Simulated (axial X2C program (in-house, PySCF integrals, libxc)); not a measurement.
## Bond lengths and stretching modes, held linear, of HRuH

Computed with an in-house all-electron X2C program for linear molecules (integrals from PySCF): two-component X2C with atomic mean-field Coulomb and Gaunt terms, Gaussian nuclei, basis H dyall-v3z, Ru dyall-v3z with contracted cores. Spin-free rows use the one-electron spin-free X2C Hamiltonian.

Masses H 1.008, Ru 101.904, H 1.008 u. States: 2c Ω = 4 (beyond evenly filled blocks: ω = 3/2, ω = 5/2); spin-free M_S = 2, Λ = 2 (beyond evenly filled blocks: σα, π+α, π-α, δ+α, δ+β, δ-α).

HF, spin-free: energies above the lowest point

| r(H–Ru) (Å) | r(Ru–H) (Å) | E (meV) |
| --- | --- | --- |
| 1.7014 | 1.7014 | 95.18 |
| 1.7014 | 1.7450 | 57.48 |
| 1.7014 | 1.7886 | 42.77 |
| 1.7450 | 1.7014 | 57.48 |
| 1.7450 | 1.7450 | 22.43 |
| 1.7450 | 1.7886 | 10.13 |
| 1.7450 | 1.8323 | 17.35 |
| 1.7886 | 1.7014 | 42.77 |
| 1.7886 | 1.7450 | 10.13 |
| 1.7886 | 1.7886 | 0.00 |
| 1.8323 | 1.7450 | 17.35 |
| 1.8323 | 1.8323 | 20.22 |

**Question.** Fit a quadratic surface with cubic terms in each bond: where is the minimum, and what are the two stretching wavenumbers?

**Answer.** At HF, spin-free: bonds 1.789 and 1.789 Å; harmonic stretches 1580.3 and 1751.8 cm⁻¹; force constants 1.64, 1.64 and coupling 0.18 mdyn/Å.

The other levels and Hamiltonians give:

```csv
Hamiltonian,level,r(H–Ru) (Å),r(Ru–H) (Å),lower stretch (cm⁻¹),upper stretch (cm⁻¹)
2c,PBE0,1.748,1.748,1593.2,1800.5
2c,HF,1.789,1.789,1578.6,1751.0
2c,LDA,1.740,1.740,1614.6,1790.0
2c,MP2,1.736,1.736,1617.6,1846.7
spin-free,PBE0,1.747,1.747,1595.1,1801.8
spin-free,LDA,1.741,1.741,1618.2,1791.7
spin-free,MP2,1.735,1.735,1620.7,1848.1
```

Each state is one determinant, the lowest of a limited PBE0 search; the stretches come from a fit to these few points and carry an uncertainty of a few per cent. Other orders of the atoms were not compared. MP2 freezes inner shells (threshold -2 hartree). The molecule was held linear; bending was not examined, so a bent shape may lie lower. Open-shell Ω = 0 determinants with evenly filled partner blocks cannot be reached by this program, so the Ω shown need not be the lowest component. Note: functional without a current term on a determinant with orbital currents, of the molecule or an atom. Note: several unpaired electrons, one determinant need not be a pure state.
